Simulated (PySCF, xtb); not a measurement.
B(Br)3 cation (BBr₃), SMILES BrB(Br)Br (connectivity only; charge and spin as stated), charge +1, multiplicity 2.

Harmonic wavenumbers (cm⁻¹) from GFN2-xTB (xtb) at its own minimum, in rising order: 102, 102, 257, 297, 600, 600.

What does PBE0-D3(BJ)/def2-SVP in PySCF give at its own minimum? (The exact figures need the calculation; the answer reports its results.)

77, 77, 291, 351, 752, 752. Paired by order, the mean absolute difference is 73 cm⁻¹ and the zero-point energies are 2.8 and 3.3 kcal/mol.
